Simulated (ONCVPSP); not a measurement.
What the settings do to the ONCV potential of Ar

Base potential:

ONCVPSP 4.0.1 input, shortened (lines: element, Z, core and valence counts, functional; n l f; lmax; l rc ep ncon nbas qcut; lloc lpopt rc5 dvloc0; l nproj debl; icmod fcfact rcfact), BLYP, fully relativistic:

```
  Ar 18.00    1    4  -106131      upf
    1    0    2.00
    2    0    2.00
    2    1    6.00
    3    0    2.00
    3    1    6.00
    2
    0    0.65    0.00    4    8   17.10
    1    0.60    0.00    5    8   20.50
    2    0.65    0.04    5    8   16.40
    4    5    0.45    6.00
    0    2    1.40
    1    2    2.80
    2    1    1.40
    0    0.00    0.00
```

Open shells are filled in proportion to 2j + 1.

All-electron outer shells of the reference configuration (BLYP, scalar-relativistic, ld1.x):

| shell | level (eV) | outermost node (bohr) | outermost maximum (bohr) |
| --- | --- | --- | --- |
| 1s | -3122.02 | – | 0.06 |
| 2s | -296.93 | 0.12 | 0.34 |
| 2p | -230.03 | – | 0.28 |
| 3s | -24.13 | 0.52 | 1.17 |
| 3p | -10.14 | 0.49 | 1.28 |

Cutoffs, loose and tight: the cutoffs (Ha) at which the residual kinetic energy of the hardest occupied pseudo-wave falls to 1 and 0.1 mHa per electron. They do not see the model core or the augmentation charge, which bear on the density cutoff. Test errors are all-electron minus pseudo excitation energies from the reference, over the configurations 2s2 2p6 3s2 3p5; 2s2 2p6 3s2 3p4; 2s2 2p6 3s2 3p3; 2s2 2p6 3s2 3p2. A dash means not determined; rows that change the core or the reference have their own tests.

```csv
change,outcome,"cutoff, loose","cutoff, tight",bound ghosts,GHOST(+) flags above zero,largest test error (meV)
base,generated,290 Ha,525 Ha,none,none,+42
"all radii scaled by about 0.80 (s 0.52, p 0.48, d 0.52 bohr); local potential polynomial inside 0.36 bohr (lpopt 5, dvloc0 6 Ha)",generated,784 Ha,894 Ha,none,none,+36
"all radii scaled by about 0.85 (s 0.56, p 0.50, d 0.56 bohr); local potential polynomial inside 0.38 bohr (lpopt 5, dvloc0 6 Ha)",generated,715 Ha,824 Ha,none,none,+38
"all radii scaled by about 0.95 (s 0.62, p 0.56, d 0.62 bohr); local potential polynomial inside 0.42 bohr (lpopt 5, dvloc0 6 Ha)",generated,517 Ha,633 Ha,none,none,+41
"all radii scaled by about 1.18 (s 0.76, p 0.72, d 0.76 bohr); local potential polynomial inside 0.54 bohr (lpopt 5, dvloc0 6 Ha)",generated,183 Ha,205 Ha,none,none,+42
"all radii scaled by about 1.25 (s 0.82, p 0.74, d 0.82 bohr); local potential polynomial inside 0.56 bohr (lpopt 5, dvloc0 6 Ha)",generated,178 Ha,198 Ha,none,none,+42
```

Problem. What comes out with this change to the base: all radii scaled by about 1.07 (s 0.70, p 0.64, d 0.70 bohr); local potential polynomial inside 0.48 bohr (lpopt 5, dvloc0 6 Ha)?

Solution. outcome: generated; cutoff, loose: 205 Ha; cutoff, tight: 431 Ha; bound ghosts: none; GHOST(+) flags above zero: none; largest test error (meV): +43.

Problem. What comes out with this change to the base: all radii scaled by about 1.29 (s 0.84, p 0.78, d 0.84 bohr); local potential polynomial inside 0.58 bohr (lpopt 5, dvloc0 6 Ha)?

Solution. outcome: generated; cutoff, loose: 170 Ha; cutoff, tight: 189 Ha; bound ghosts: none; GHOST(+) flags above zero: none; largest test error (meV): +41.

Reading the sweep of the scale of all radii (base = 1) (base included, trends over the rows without a ghost): The loose cutoff falls from 784 Ha at 0.8 to 170 Ha at 1.29. A larger radius leaves more room for a smooth pseudo-wave, so fewer plane waves are needed; a smaller one forces it to follow the all-electron wave where it bends sharply. The median size of the test errors (rows with all tests solved) stays near 16.0 meV.
